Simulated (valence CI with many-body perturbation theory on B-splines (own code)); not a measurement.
# E1 transitions of Ni13+

Calculated by relativistic CI+MBPT: five valence electrons over a frozen Dirac-Fock core [Ne], radial functions for each j: 11 s, 11 p, 10 d, 8 f, 5 g, 2 h, with the one-electron correlation potential Σ1, the two-electron term Σ2, the three-electron term Σ3, Breit, model QED; selected CI, second order for the rest, scaled by the run's own slope (own B-spline code, finite nucleus).

No measured levels were compared; by estimate levels of excited configurations hold to 0.05 to 0.15 % of their energy, terms of the ground configuration to about 0.5 %. Among the levels kept, up to 3200 cm⁻¹ of a level comes from second order outside the variational space, and about a tenth of that is noise between levels of different J, which matters for small intervals.

Lines 1 to 50 of 570 in falling wavelength, among levels below 1225600 cm⁻¹, chosen from the strongest by gf and those to the six lowest levels. Wavelengths and rates use the calculated energies, so an error of 200 cm⁻¹ moves a line at 50.83 nm by 0.1 % and its rate by three times that or more. Electric multipoles are in the length gauge, E1 and E2 with the static RPA response of the core. Weak lines are less certain than strong ones. Lines between different terms over intervals too small for the method are left out, as are lines whose strength nearly cancels. Where a level lies close to another of its J and parity, the split of strength between their lines is uncertain. The highest levels of a list are the least certain.

Names give the largest LS component (configuration and term), which can be under half, so a name can repeat, a term be missing and a line seem to break the LS rules; names also repeat where a configuration has a term twice. Letters in brackets count levels of one name in rising energy.

```tsv
λ vac (nm)	Upper	Lower	A (s⁻¹)	S (a.u.) with core polarisation	S without
50.83	3p⁴3d ⁴D_7/2	3s3p³3d ⁴D°_7/2 [d]	3.07e+08	1.59e-01	1.65e-01
43.65	3p⁴3d ⁴F_9/2	3s3p³3d ⁴D°_7/2 [d]	8.90e+08	3.65e-01	3.78e-01
42.77	3s3p⁴ ⁴P_3/2	3s²3p³ ²P°_3/2	2.10e+07	3.24e-03	3.35e-03
42.13	3p⁴3d ⁴F_7/2	3s3p³3d ⁴D°_5/2 [d]	6.53e+08	1.93e-01	2.00e-01
39.80	3s3p⁴ ⁴P_1/2	3s²3p³ ²P°_1/2	2.51e+07	1.56e-03	1.62e-03
38.95	3p⁴3d ⁴F_9/2	3s3p³3d ²G°_9/2 [b]	4.16e+08	1.21e-01	1.26e-01
38.09	3s3p⁴ ⁴P_5/2	3s²3p³ ²D°_5/2	4.61e+07	7.55e-03	7.82e-03
36.99	3s3p⁴ ⁴P_5/2	3s²3p³ ²D°_3/2	3.86e+07	5.79e-03	6.00e-03
36.38	3p⁴3d ⁴F_7/2	3s3p³3d ²G°_7/2 [b]	7.42e+08	1.41e-01	1.46e-01
35.17	3p⁵ ²P°_3/2	3s²3p²3d ²P_3/2 [a]	2.66e+09	2.28e-01	2.36e-01
34.34	3p⁴3d ²P_3/2	3s3p³3d ²D°_5/2 [a]	1.91e+09	1.52e-01	1.58e-01
33.89	3s3p⁴ ²D_3/2	3s²3p³ ²P°_3/2	4.28e+07	3.29e-03	3.40e-03
33.75	3s3p³3d ⁴F°_9/2 [a]	3s²3p²3d ⁴F_9/2	9.64e+08	1.83e-01	1.89e-01
33.47	3s3p⁴ ²D_5/2	3s²3p³ ²P°_3/2	7.06e+08	7.84e-02	8.13e-02
33.25	3s3p³3d ⁴F°_7/2 [a]	3s²3p²3d ⁴F_7/2	8.61e+08	1.25e-01	1.29e-01
32.93	3p⁴3d ²D_3/2	3s3p³3d ²F°_5/2 [a]	1.75e+09	1.23e-01	1.27e-01
32.61	3s3p⁴ ²D_3/2	3s²3p³ ²P°_1/2	3.21e+08	2.20e-02	2.28e-02
31.61	3s3p⁴ ⁴P_5/2	3s²3p³ ⁴S°_3/2	2.00e+09	1.87e-01	1.94e-01
31.51	3p⁴3d ⁴F_9/2	3s3p³3d ⁴F°_9/2 [b]	1.68e+09	2.60e-01	2.69e-01
31.35	3p⁴3d ⁴F_9/2	3s3p³3d ⁴D°_7/2 [b]	7.04e+08	1.07e-01	1.11e-01
30.91	3p⁴3d ⁴F_7/2	3s3p³3d ⁴F°_7/2 [b]	1.29e+09	1.51e-01	1.56e-01
30.89	3s3p³3d ⁴P°_3/2 [c]	3s²3p²3d ⁴P_5/2	2.18e+09	1.27e-01	1.31e-01
30.47	3p⁴3d ²D_3/2	3s3p³3d ²D°_3/2 [a]	1.63e+09	9.09e-02	9.41e-02
30.23	3s3p⁴ ⁴P_3/2	3s²3p³ ⁴S°_3/2	2.29e+09	1.25e-01	1.29e-01
30.06	3s3p³3d ⁴G°_11/2	3s²3p²3d ⁴F_9/2	4.29e+09	6.91e-01	7.14e-01
29.71	3p⁵ ²P°_3/2	3s3p⁴ ²D_5/2	4.87e+09	2.52e-01	2.61e-01
29.70	3s3p⁴ ⁴P_1/2	3s²3p³ ⁴S°_3/2	2.46e+09	6.35e-02	6.57e-02
29.44	3s3p³3d ⁴G°_9/2	3s²3p²3d ⁴F_7/2	4.44e+09	5.59e-01	5.78e-01
29.43	3s3p³3d ²F°_7/2 [c]	3s²3p²3d ²F_7/2 [b]	1.27e+09	1.28e-01	1.32e-01
29.25	3s3p⁴ ²D_5/2	3s²3p³ ²D°_5/2	3.47e+09	2.57e-01	2.66e-01
29.14	3s3p³3d ²F°_7/2 [d]	3s²3p²3d ²D_5/2 [c]	9.06e+08	8.85e-02	9.17e-02
28.90	3s3p³3d ⁴G°_7/2	3s²3p²3d ⁴F_5/2	4.40e+09	4.19e-01	4.33e-01
28.89	3s3p⁴ ²D_3/2	3s²3p³ ²D°_3/2	4.44e+09	2.12e-01	2.19e-01
28.59	3s3p⁴ ²D_5/2	3s²3p³ ²D°_3/2	1.38e+07	9.55e-04	9.88e-04
28.55	3s3p³3d ⁴G°_5/2	3s²3p²3d ⁴F_3/2	4.43e+09	3.05e-01	3.16e-01
28.49	3s²3p²3d ²P_3/2 [a]	3s²3p³ ²P°_3/2	6.75e+08	3.08e-02	3.20e-02
28.35	3s3p³3d ²D°_5/2 [a]	3s²3p²3d ²P_3/2 [b]	1.84e+09	1.24e-01	1.29e-01
28.03	3s3p³3d ²G°_9/2 [a]	3s²3p²3d ²F_7/2 [a]	2.19e+09	2.38e-01	2.46e-01
27.83	3s3p³3d ⁴F°_9/2 [b]	3s²3p²3d ⁴D_7/2	2.92e+09	3.10e-01	3.21e-01
27.74	3s3p³3d ⁴F°_7/2 [b]	3s²3p²3d ⁴D_7/2	1.02e+09	8.63e-02	8.93e-02
27.61	3p⁵ ²P°_1/2	3s3p⁴ ²D_3/2	4.44e+09	9.22e-02	9.54e-02
27.59	3s²3p²3d ²P_3/2 [a]	3s²3p³ ²P°_1/2	4.90e+08	2.03e-02	2.11e-02
27.54	3s3p³3d ²G°_7/2 [a]	3s²3p²3d ²F_5/2 [a]	2.02e+09	1.67e-01	1.72e-01
27.20	3s3p³3d ²P°_3/2 [a]	3s²3p²3d ²P_3/2 [b]	2.56e+09	1.02e-01	1.05e-01
27.20	3s3p⁴ ²S_1/2 [a]	3s²3p³ ²P°_1/2	4.29e+09	8.53e-02	8.83e-02
27.16	3p⁴3d ⁴F_9/2	3s3p³3d ⁴G°_11/2	5.75e+09	5.68e-01	5.88e-01
27.10	3s3p³3d ²D°_5/2 [d]	3s²3p²3d ²F_5/2 [b]	1.37e+09	8.06e-02	8.33e-02
26.94	3s3p³3d ²F°_7/2 [d]	3s²3p²3d ²F_7/2 [b]	1.64e+09	1.27e-01	1.31e-01
26.93	3p⁴3d ⁴F_9/2	3s3p³3d ⁴G°_9/2	1.14e+09	1.10e-01	1.13e-01
26.89	3s3p³3d ⁴D°_7/2 [b]	3s²3p²3d ⁴D_5/2	3.41e+09	2.62e-01	2.71e-01
```
